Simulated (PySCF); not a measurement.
C3H7BO2, SMILES COB(C)C=O. Atoms are numbered in the order given.

```xyz
13

C     -0.2996     2.3466     0.0000
O     -0.7713     1.0212     0.0000
B      0.0498    -0.0492     0.0000
C      1.6133     0.0167     0.0000
C     -0.7294    -1.4581     0.0000
O     -0.1513    -2.5222     0.0000
H      0.3109     2.5549    -0.8935
H     -1.1660     3.0220     0.0000
H      0.3109     2.5549     0.8935
H      2.0437    -0.9944     0.0000
H      1.9912     0.5614     0.8826
H      1.9912     0.5614    -0.8826
H     -1.8563    -1.4369     0.0000
```

The structure is a stationary point at PBE0-D3(BJ)/def2-SVP. The structure was generated by enumeration, and PubChem lists no compound with its InChIKey, so it may never have been made. One conformer was computed; it need not be the lowest.

Two levels are set side by side: PBE/pcSseg-1 (PySCF) and B3LYP/pcSseg-1 (PySCF). GIAO shifts against BF3 (¹¹B), H2O (¹⁷O), TMS (¹H), TMS (¹³C) at the same level; non-relativistic, no solvent, atoms listed together averaged. Differences are taken from unrounded values.

| quantity | B3LYP |
|---|---|
| δ(¹³C) of C1 (ppm) | 57.4 |
| δ(¹⁷O) of O2 (ppm) | 188.0 |
| δ(¹¹B) of B3 (ppm) | 26.3 |
| δ(¹³C) of C4 (ppm) | -3.2 |
| δ(¹³C) of C5 (ppm) | 238.6 |
| δ(¹⁷O) of O6 (ppm) | 931.9 |
| δ(¹H) of H13 (ppm) | 11.30 |

Q: What does PBE give, and how far is it from B3LYP? (Estimate from the structure and the level; the computed values follow.)

A: 
```
quantity              PBE  PBE minus B3LYP
------------------  -----  ---------------
δ(¹³C) of C1 (ppm)   58.3              0.8
δ(¹⁷O) of O2 (ppm)  208.2             20.2
δ(¹¹B) of B3 (ppm)   24.1             -2.2
δ(¹³C) of C4 (ppm)   -3.3             -0.1
δ(¹³C) of C5 (ppm)  238.3             -0.3
δ(¹⁷O) of O6 (ppm)  925.9             -6.0
δ(¹H) of H13 (ppm)  11.69             0.39
```

Rough cost on one machine, each run with all the roots and properties that it gave: B3LYP against PBE within a factor of 2.
